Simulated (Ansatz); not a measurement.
The cluster AlCu₂ was relaxed with PBE-D4 (def2-TZVP) in Ansatz in these states: neutral doublet, neutral quartet. The geometries follow in no particular order.

A:

Cartesian coordinates in Å:
```
Al 0.1694 -0.9535 1.0902
Cu 1.0083 0.8669 -0.3761
Cu -1.1778 0.0866 -0.7141
```

B:

```xyz
3

Al   -0.2427   -0.4849   -1.2072
Cu    0.0318    1.3780    0.1655
Cu    0.2109   -0.8931    1.0417
```

Task: Judge from the bond lengths which geometry belongs to which state (an estimate).

Result: A is the neutral doublet (Al1–Cu2 2.484 Å, Al1–Cu3 2.480 Å, Cu2–Cu3 2.346 Å); B is the neutral quartet (Al1–Cu2 2.330 Å, Al1–Cu3 2.330 Å, Cu2–Cu3 2.441 Å).

At PBE0-D4/def2-TZVP a doublet lies 1.22 eV below the neutral quartet. These are the stationary points nearest to one start from a short search; other shapes may lie lower in each state.
